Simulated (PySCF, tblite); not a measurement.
Compound: C2H7NOSi2.
Structure used (GFN2-xTB), in Å, numbered top down from 1:
```xyz
13
C2H7NOSi2 angstrom
C     -1.7571   -1.0510   -0.1412
Si    -0.6329    0.2643   -0.9096
C     -1.1493    1.9418   -0.2481
N     -1.4682    2.9681    0.1479
O      0.9004    0.0343   -0.4595
Si     2.4000   -0.0966    0.1519
H     -1.4722   -2.0455   -0.4746
H     -1.7021   -1.0405    0.9451
H     -2.7950   -0.8940   -0.4206
H     -0.6469    0.3308   -2.3696
H      2.7579   -1.5033   -0.0205
H      2.3265    0.2889    1.5582
H      3.2347    0.8032   -0.6385
```

Jobs on this species (13 atoms, 62 electrons) with PySCF (density fitting) and tblite. Hardware of each: one thread of an Arm Neoverse N1, no GPU (shared host). Other jobs ran on the host; a repeat could differ by tens of per cent or more.

```csv
level and settings,work,basis functions,SCF cycles,wall time
GFN2-xTB,L-BFGS relaxation,–,–,0.91 s
GFN2-xTB,Hessian by finite differences,–,–,0.59 s
B3LYP/def2-SVPD,"8 singlets by full TDDFT, 3 Tamm–Dancoff triplets, polarisability",187,?,?
PBE0/pcSseg-1,"shieldings, charges and field gradients",151,?,?
```

Problem. Fill in the missing figures.

Solution. 
- B3LYP/def2-SVPD; 8 singlets by full TDDFT, 3 Tamm–Dancoff triplets, polarisability: 38 s, 14 SCF cycles
- PBE0/pcSseg-1; shieldings, charges and field gradients: 25 s, 14 SCF cycles

Problem. What do all jobs in the table cost together?

Solution. About 64 s; the longest takes about 59 % of that, and about 64 times as long as the shortest.
